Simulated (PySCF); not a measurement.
PySCF 2.14 output of an unrestricted PBEsol calculation on a single atom or ion in aug-cc-pwCVTZ-DK with one added diffuse shell each of s, p, d, f, g type (11s10p8d5f4g, 152 functions), with the spin-free X2C one-electron Hamiltonian (Gaussian nucleus):

```
SCF conv_tol = 1e-09
number electrons alpha = 10  beta = 9
    J. P. Perdew, A. Ruzsinszky, G. I. Csonka, O. A. Vydrov, G. E. Scuseria, L. A. Constantin, X. Zhou, and K. Burke.,  Phys. Rev. Lett. 100, 136406 (2008)
    J. P. Perdew, A. Ruzsinszky, G. I. Csonka, O. A. Vydrov, G. E. Scuseria, L. A. Constantin, X. Zhou, and K. Burke.,  Phys. Rev. Lett. 100, 136406 (2008)
cycle= 1 E= -762.047440199589  delta_E= -0.0111  |g|= 0.0285  |ddm|=  2.9
cycle= 2 E= -762.04750987128  delta_E= -6.97e-05  |g|= 0.0045  |ddm|= 0.56
cycle= 3 E= -762.047513675836  delta_E= -3.8e-06  |g|= 0.00151  |ddm|= 0.0426
cycle= 4 E= -762.04751401074  delta_E= -3.35e-07  |g|= 6.11e-05  |ddm|= 0.0117
cycle= 5 E= -762.047514013112  delta_E= -2.37e-09  |g|= 1.23e-06  |ddm|= 0.00223
cycle= 6 E= -762.047514013114  delta_E= -2.05e-12  |g|= 1.83e-07  |ddm|= 0.000275
converged SCF energy = -762.047514013114  <S^2> = 0.75002364  2S+1 = 2.0000236
```

The run itself started from symmetry-adapted Hartree-Fock orbitals and held the occupation by maximum overlap, on a logarithmic radial grid, so the iterations belong to that start.

Question: Which element, charge and spin multiplicity is this?

Answer: Sc²⁺ (scandium, charge +2), multiplicity 2; the state was [Ar] 4p1, 2P determinant (an excited configuration).
